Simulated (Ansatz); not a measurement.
System: C2H6BClO2, net charge 0, singlet state. SMILES: COB(Cl)OC
Geometry from a B3LYP-D3(BJ)/def2-TZVP (Ansatz, a program for electronic structure) optimisation:
```
B
O 1 1.3469
O 1 1.3469 2 118.24
C 3 1.4227 1 124.35 2 180.00
H 4 1.0879 3 106.98 1 180.00
H 4 1.0910 5 109.48 3 -120.32
H 4 1.0910 5 109.48 6 -119.35
C 2 1.4227 1 124.35 3 -180.00
H 8 1.0879 2 106.98 1 180.00
H 8 1.0910 9 109.48 2 -120.32
H 8 1.0910 9 109.48 10 -119.35
Cl 1 1.8006 2 120.88 8 0.00
```

Atomisation energy built up term by term with Ansatz (kcal/mol; UHF references for open shells; valence terms freeze the core; atomic spin-orbit terms are left out). Basis-set limits of correlation are two-point, X^-3; Hartree-Fock from the larger set.

```csv
term,basis,kcal/mol
Hartree-Fock,cc-pV(Q+d)Z,859.78
CCSD correlation,"CBS(cc-pV(T+d)Z,cc-pV(Q+d)Z)",281.41
(T),"CBS(cc-pV(T+d)Z,cc-pV(Q+d)Z)",19.86
core correlation,cc-pwCVTZ,4.47
scalar relativity (X2C),cc-pVTZ-DK against cc-pVTZ,-1.29
sum: De,,1164.2
```

(T) makes 1.7 % of the CCSD(T) atomisation energy; under 5 % is typical of single-reference molecules.
